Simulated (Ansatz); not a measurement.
Consider the atomization: `[NH][Si](O)(O)Cl`• → Cl• + 3 H• + N• + 2 O• + Si•.

Gas-phase electronic energies from Ansatz, PBE0-D4/def2-TZVP geometries. CBS: MP2 limit from def2 TZ/QZ plus the TZ coupled-cluster correction, frozen cores. This one scheme is used for every species, atoms too. For atomizations the MP2-based limit and the directly extrapolated one differ by several kJ/mol either way, and by 10 to 25 for some Ge, Se and Sn compounds, so smaller differences from it don't rank the levels. Functionals use def2-TZVPP. B3LYP here is the variant with VWN-RPA as its local correlation; programs differ in this. HSE06 is defined as in plane-wave codes. No spin–orbit coupling; open shells (•) take unrestricted orbitals. Spin–orbit coupling would lower the free atoms: a little for Cl, O, Si. Each species was taken in one conformer, which may not be the lowest.

```csv
level,ΔE (eV),difference from CCSD(T)/CBS
PBE-D4,31.27,0.52
BLYP-D4,30.70,-0.05
B97M-V,30.77,0.02
HSE06-D4,30.43,-0.32
CAM-B3LYP-D4,30.75,0.00
PBE,31.07,0.32
revPBE,29.72,-1.03
B3LYP,30.17,-0.58
r2SCAN0,29.94,-0.81
CCSD/def2-SVP,27.07,-3.68
CCSD(T)/CBS,30.75,0
```

Largest T1 diagnostic among the species: 0.012.

From BLYP to BHLYP (50 % exact exchange), in def2-TZVPP and without D4, ΔE moves by −1.19 eV: exact exchange takes away binding that semilocal exchange gives to molecules. In def2-TZVPP, CCSD(T) changes the Hartree–Fock value by +8.67 eV (the triples alone add +0.56 eV) and MP2 by +9.63 eV; breaking electron pairs costs correlation energy, which Hartree–Fock lacks.
